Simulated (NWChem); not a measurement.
System: C₄H₆; SMILES CCC#C

The following NWChem deck was run.

```
start job
memory heap 200 mb stack 900 mb global 1100 mb
geometry units angstroms noautoz
  C      0.253787    -1.975001     0.000000
  C     -0.158952    -0.836134     0.000000
  C     -0.634489     0.542916     0.000000
  C      0.489977     1.577185     0.000000
  H      0.614561    -2.986716     0.000000
  H     -1.283912     0.692388     0.879835
  H     -1.283912     0.692388    -0.879835
  H      0.076120     2.596495     0.000000
  H      1.128642     1.465916    -0.888506
  H      1.128642     1.465916     0.888506
end
basis spherical
  * library def2-svp
end
dft
  xc b3lyp
  iterations 150
  mulliken
end
task dft energy
```

Output (shortened):

```
             Northwest Computational Chemistry Package (NWChem) 7.3.0
             --------------------------------------------------------

 CS  symmetry detected

                             Geometry "geometry" -> ""
                             -------------------------

 Output coordinates in angstroms (scale by  1.889725989 to convert to a.u.)

  No.       Tag          Charge          X              Y              Z
 ---- ---------------- ---------- -------------- -------------- --------------
    1 C                    6.0000     0.26346842    -1.96604961     0.00000000
    2 C                    6.0000    -0.15645229    -0.82981102     0.00000000
    3 C                    6.0000    -0.64068608     0.54620932     0.00000000
    4 C                    6.0000     0.47722792     1.58755672     0.00000000
    5 H                    1.0000     0.63062243    -2.97546680     0.00000000
    6 H                    1.0000    -1.29103979     0.69157838     0.87983500
    7 H                    1.0000    -1.29103979     0.69157838    -0.87983500
    8 H                    1.0000     0.05694403     2.60423363     0.00000000
    9 H                    1.0000     1.11658266     1.48032198    -0.88850600
   10 H                    1.0000     1.11658266     1.48032198     0.88850600

 Effective nuclear repulsion energy (a.u.)     102.5730582791

      Symmetry information
      --------------------

 Group name             Cs
 Group number              2
 Group order               2
 No. of unique centers     8

                                 NWChem DFT Module
                                 -----------------

 Summary of "ao basis" -> "ao basis" (spherical)
 ------------------------------------------------------------------------------
       Tag                 Description            Shells   Functions and Types
 ---------------- ------------------------------  ------  ---------------------
 C                          def2-svp                 6       14   3s2p1d
 H                          def2-svp                 3        5   2s1p

      Symmetry analysis of basis
      --------------------------

        a'         58
        a"         28

            General Information
            -------------------
          SCF calculation type: DFT
          Wavefunction type:  closed shell.
          No. of atoms     :    10
          No. of electrons :    30
           Alpha electrons :    15
            Beta electrons :    15
          Charge           :     0
          Spin multiplicity:     1
          Use of symmetry is: on ; symmetry adaption is: on
          Maximum number of iterations: 150
          AO basis - number of functions:    86
                     number of shells:    42
          Convergence on energy requested:  1.00D-06
          Convergence on density requested:  1.00D-05
          Convergence on gradient requested:  5.00D-04

              XC Information
              --------------
                         B3LYP Method XC Potential
                     Hartree-Fock (Exact) Exchange  0.200
                        Slater Exchange Functional  0.800 local
                    Becke 1988 Exchange Functional  0.720 non-local
              Lee-Yang-Parr Correlation Functional  0.810
                  VWN I RPA Correlation Functional  0.190 local

             Grid Information
             ----------------
          Grid used for XC integration:  medium
          Radial quadrature: Mura-Knowles
          Angular quadrature: Lebedev.
          Tag              B.-S. Rad. Rad. Pts. Rad. Cut. Ang. Pts.
          ---              ---------- --------- --------- ---------
          C                   0.70       49          12.0       434
          H                   0.35       45          13.0       434
          Grid pruning is: on
          Number of quadrature shells:   376
          Spatial weights used:  Erf1

      Superposition of Atomic Density Guess
      -------------------------------------

 Sum of atomic energies:        -153.49491617

      Non-variational initial energy
      ------------------------------

 Total energy =    -155.977793
 1-e energy   =    -406.814050
 2-e energy   =     148.263199
 HOMO         =      -0.329407
 LUMO         =       0.051024

      Symmetry analysis of molecular orbitals - initial
      -------------------------------------------------

  Numbering of irreducible representations:

     1 a'          2 a"

  Orbital symmetries:

     1 a'          2 a'          3 a'          4 a'          5 a'
     6 a'          7 a'          8 a'          9 a"         10 a'
    11 a'         12 a'         13 a"         14 a'         15 a"
    16 a'         17 a"         18 a'         19 a'         20 a'
    21 a"         22 a'         23 a"         24 a'         25 a'

     ---------------------------------------------
      Total Density - Mulliken Population Analysis
     ---------------------------------------------

    Atom       Charge   Shell Charges
 -----------   ------   -------------------------------------------------------
    1 C    6     6.48   1.99  0.99  0.65  1.98  0.85  0.03
    2 C    6     5.87   1.99  0.98  0.23  1.90  0.73  0.04
    3 C    6     6.06   1.99  0.95  0.13  1.97  0.99  0.04
    4 C    6     6.26   1.99  0.95  0.21  2.04  1.04  0.02
    5 H    1     0.87   0.63  0.22  0.03
    6 H    1     0.88   0.67  0.19  0.02
    7 H    1     0.88   0.67  0.19  0.02
    8 H    1     0.89   0.67  0.20  0.02
    9 H    1     0.90   0.67  0.20  0.02
   10 H    1     0.90   0.67  0.20  0.02

   convergence    iter        energy       DeltaE   RMS-Dens  Diis-err
 ---------------- ----- ----------------- --------- --------- ---------
 d= 0,ls=0.0,diis     1   -155.8153154215 -2.58D+02  9.84D-03  3.15D-01
 d= 0,ls=0.0,diis     2   -155.8470533720 -3.17D-02  3.96D-03  6.68D-02
 d= 0,ls=0.0,diis     3   -155.8443387699  2.71D-03  2.47D-03  8.69D-02
 d= 0,ls=0.0,diis     4   -155.8546927578 -1.04D-02  6.45D-04  7.87D-03
 d= 0,ls=0.0,diis     5   -155.8556842432 -9.91D-04  7.65D-05  8.37D-05
  Resetting Diis
 d= 0,ls=0.0,diis     6   -155.8556939790 -9.74D-06  1.87D-05  2.67D-06
 d= 0,ls=0.0,diis     7   -155.8556942828 -3.04D-07  1.04D-05  3.98D-07
 d= 0,ls=0.0,diis     8   -155.8556942671  1.57D-08  5.46D-06  5.29D-07

         Total DFT energy =     -155.855694267085
      One electron energy =     -410.891089706226
           Coulomb energy =      176.296805170553
    Exchange-Corr. energy =      -23.834468010484
 Nuclear repulsion energy =      102.573058279072

 Numeric. integr. density =       30.000008869946

                  Occupations of the irreducible representations
                  ----------------------------------------------

                     irrep           alpha         beta
                     --------     --------     --------
                     a'               12.0         12.0
                     a"                3.0          3.0

                       DFT Final Molecular Orbital Analysis
                       ------------------------------------

 Vector   13  Occ=2.000000D+00  E=-3.657573D-01  Symmetry=a"
              MO Center=  2.3D-01,  1.1D+00,  1.5D-15, r^2= 2.5D+00
   Bfn.  Coefficient  Atom+Function         Bfn.  Coefficient  Atom+Function
  ----- ------------  ---------------      ----- ------------  ---------------
    48      0.359469   4 C  pz               77     -0.274663   9 H  s
    82      0.274663  10 H  s                34     -0.247313   3 C  pz
    62     -0.193945   6 H  s                67      0.193945   7 H  s
    51      0.141716   4 C  pz               78     -0.135723   9 H  s
    83      0.135723  10 H  s                20     -0.133387   2 C  pz

 Vector   14  Occ=2.000000D+00  E=-2.688701D-01  Symmetry=a'
              MO Center=  4.8D-02, -1.2D+00,  7.4D-16, r^2= 2.0D+00
   Bfn.  Coefficient  Atom+Function         Bfn.  Coefficient  Atom+Function
  ----- ------------  ---------------      ----- ------------  ---------------
     4      0.397863   1 C  px               18      0.373685   2 C  px
     7      0.239283   1 C  px               21      0.198278   2 C  px
     5      0.145975   1 C  py               19      0.137793   2 C  py
    22      0.126254   2 C  py               47      0.118285   4 C  py
    32     -0.110105   3 C  px                8      0.109489   1 C  py

 Vector   15  Occ=2.000000D+00  E=-2.668994D-01  Symmetry=a"
              MO Center= -3.3D-02, -1.2D+00, -1.2D-15, r^2= 1.9D+00
   Bfn.  Coefficient  Atom+Function         Bfn.  Coefficient  Atom+Function
  ----- ------------  ---------------      ----- ------------  ---------------
     6      0.423942   1 C  pz               20      0.390565   2 C  pz
     9      0.264734   1 C  pz               23      0.224441   2 C  pz
    62     -0.141451   6 H  s                67      0.141451   7 H  s
    34     -0.134406   3 C  pz               63     -0.097370   6 H  s
    68      0.097370   7 H  s                78     -0.054110   9 H  s

 Vector   16  Occ=0.000000D+00  E= 3.802325D-02  Symmetry=a'
              MO Center= -1.3D-01, -4.7D-02,  1.3D-16, r^2= 5.7D+00
   Bfn.  Coefficient  Atom+Function         Bfn.  Coefficient  Atom+Function
  ----- ------------  ---------------      ----- ------------  ---------------
    45      1.295822   4 C  s                31      0.978300   3 C  s
    73     -0.723970   8 H  s                63     -0.603141   6 H  s
    68     -0.603141   7 H  s                22     -0.584707   2 C  py
     7      0.558386   1 C  px               78     -0.420146   9 H  s
    83     -0.420146  10 H  s                 3     -0.401518   1 C  s

[...]
```

Level: B3LYP/def2-SVP. Structure relaxed at the PBE0/def2-SVP level.
